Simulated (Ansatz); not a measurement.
ClTe, doublet, at a GFN2-xTB geometry (the spin is typed, not shown lowest) (all electrons, no relativity); CASSCF(5,4)/STO-3G (Ansatz, a program for electronic structure).

Ansatz was given this input:
Ansatz 0.2 input:
```yaml
crystal:
  periodic: [false, false, false]
  atoms:
    - {symbol: Te, position_ang: [-0.00000000, -0.00000000, -0.57306072]}
    - {symbol: Cl, position_ang: [0.00000000, 0.00000000, 1.75289162]}
basis:
  gaussian:
    orbitals: STO-3G
hamiltonian:
  xc: hf
correlation: {active_space: {window: {electrons: 5, orbitals: 4}}}
magnetization: {spin_polarized: false, initial_magnetization: 1}
```

Task: Write the output that Ansatz gives for this input, abridged.

Result: 
```
Functional definition: HF
374 factors; integrals over basis functions are off by at most 1.3e-5 eV
mean field evaluation 1: about -190526.4232 eV, gradient 5.1e0 eV
mean field evaluation 2: about -190526.4370 eV, gradient 5.1e0 eV
mean field evaluation 4: about -190526.6298 eV, gradient 2.6e-1 eV
mean field evaluation 8: about -190526.6306 eV, gradient 4.7e-7 eV
mean field evaluation 16: about -190526.6309 eV, gradient 3.4e-4 eV
mean field -190526.63061572 eV, -7001.7245315392 hartree, gradient 4.7e-7 eV, S^2 0.750000; 2 other end points of the search recorded, 0 dependent functions left out
reference -190526.63061572 eV, -7001.7245315392 hartree; 35, 34 occupied and 1, 2 virtual orbitals, 374 factors
state -190527.11795700 eV, -7001.7424410009 hartree
Total energy: -190527.11795700 eV, -7001.7424410009 hartree
```
